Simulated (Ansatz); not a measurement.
Input (CCSDT(Q)/aug-cc-pVDZ; Ansatz, a quantum-chemistry and plane-wave program):

Ansatz 0.2 input:
```yaml
crystal:
  periodic: [false, false, false]
  atoms:
    - {symbol: Ge, position_ang: [0.00474138, -0.00523011, 0.31730898]}
    - {symbol: F, position_ang: [0.69536119, 1.27057939, -0.55383190]}
    - {symbol: F, position_ang: [-0.71221944, -1.25198345, -0.57437779]}
basis:
  gaussian:
    orbitals: aug-cc-pVDZ
total_charge: 1
magnetization: {spin_polarized: true, initial_magnetization: 1}
correlation: {method: ccsdt_q, electrons: outside_noble_gas}
```

Output:

```
Functional definition: HF
integrals: 0.18 GiB planned
1422 factors; integrals over basis functions are off by at most 1.5e-7 eV
mean field: 0.53 GiB planned
mean field evaluation 1: about -61867.6411 eV, gradient 5.1e1 eV
mean field evaluation 2: about -61867.6646 eV, gradient 5.1e1 eV
mean field evaluation 4: about -61876.7067 eV, gradient 2.7e0 eV
mean field evaluation 8: about -61876.8359 eV, gradient 1.2e-3 eV
mean field evaluation 16: about -61876.7976 eV, gradient 2.1e-1 eV
mean field evaluation 32: about -61865.8088 eV, gradient 3.3e1 eV
mean field evaluation 64: about -61871.9397 eV, gradient 1.2e-2 eV
mean field evaluation 96: about -61870.6539 eV, gradient 4.2e-2 eV
mean field evaluation 128: about -61865.0910 eV, gradient 2.4e0 eV
mean field evaluation 160: about -61869.5792 eV, gradient 1.8e-1 eV
mean field -61876.83591702 eV, -2273.9317783248 hartree, gradient 6.2e-6 eV, S^2 0.763935; 0 other end points of the search recorded, 0 dependent functions left out
16 core orbitals not correlated
reference -61876.83591702 eV, -2273.9317783248 hartree; 9, 8 occupied and 57, 58 virtual orbitals, 1422 factors
second order -12.97624376 eV of doubles, -0.00000000 eV of singles
coupled cluster: 3.82 GiB planned
cycle   1  -12.55510265 eV  change    4.2e-1 eV  update   1.3e-1
cycle   2  -13.09982839 eV  change   -5.4e-1 eV  update   8.7e-2
cycle   3  -13.43822744 eV  change   -3.4e-1 eV  update   3.0e-2
cycle   4  -13.47774476 eV  change   -4.0e-2 eV  update   1.5e-2
cycle   5  -13.43364574 eV  change    4.4e-2 eV  update   7.3e-3
cycle   6  -13.43112462 eV  change    2.5e-3 eV  update   3.4e-3
cycle   7  -13.43822102 eV  change   -7.1e-3 eV  update   1.9e-3
cycle   8  -13.44076859 eV  change   -2.5e-3 eV  update   1.0e-3
cycle   9  -13.44036481 eV  change    4.0e-4 eV  update   6.2e-4
cycle  10  -13.44055265 eV  change   -1.9e-4 eV  update   3.0e-4
cycle  11  -13.44006693 eV  change    4.9e-4 eV  update   1.7e-4
cycle  12  -13.43971824 eV  change    3.5e-4 eV  update   9.4e-5
cycle  13  -13.43986211 eV  change   -1.4e-4 eV  update   3.6e-5
cycle  14  -13.43988261 eV  change   -2.1e-5 eV  update   2.1e-5
cycle  15  -13.43986145 eV  change    2.1e-5 eV  update   1.3e-5
cycle  16  -13.43986705 eV  change   -5.6e-6 eV  update   6.6e-6
cycle  17  -13.43987297 eV  change   -5.9e-6 eV  update   3.7e-6
cycle  18  -13.43987045 eV  change    2.5e-6 eV  update   1.9e-6
cycle  19  -13.43986853 eV  change    1.9e-6 eV  update   9.3e-7
perturbative correction -0.03529415 eV, -0.0012970360 hartree
Total energy: -61890.31107970 eV, -2274.4269814196 hartree
```
